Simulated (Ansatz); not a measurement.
FH4O2Si2 (`O[SiH](F)O[SiH2]`) radical. The species carries charge 0 and has multiplicity 2.

Z-matrix (Å, degrees):
```
Si
F 1 1.593
O 1 1.620 2 107.1
O 1 1.619 2 110.5 3 -121.5
H 1 1.466 2 108.6 3 120.9
Si 3 1.644 1 147.8 2 22.5
H 4 0.958 1 120.0 2 68.6
H 6 1.492 3 110.0 1 43.7
H 6 1.489 3 107.5 1 164.3
```

Question: Give the diagnostics of a CCSD(T)/def2-TZVPP run (frozen core, Ansatz). (Best estimate.)

Answer: The calculation gave: T1 = 0.0132, largest single amplitude 0.023, largest double 0.014, (T) share of the correlation energy 3.2 %, 10 CCSD cycles. ⟨S²⟩ of the UHF reference is 0.754 against 0.75 for a pure state. T1 lies under the customary mark of 0.045 for open shells.
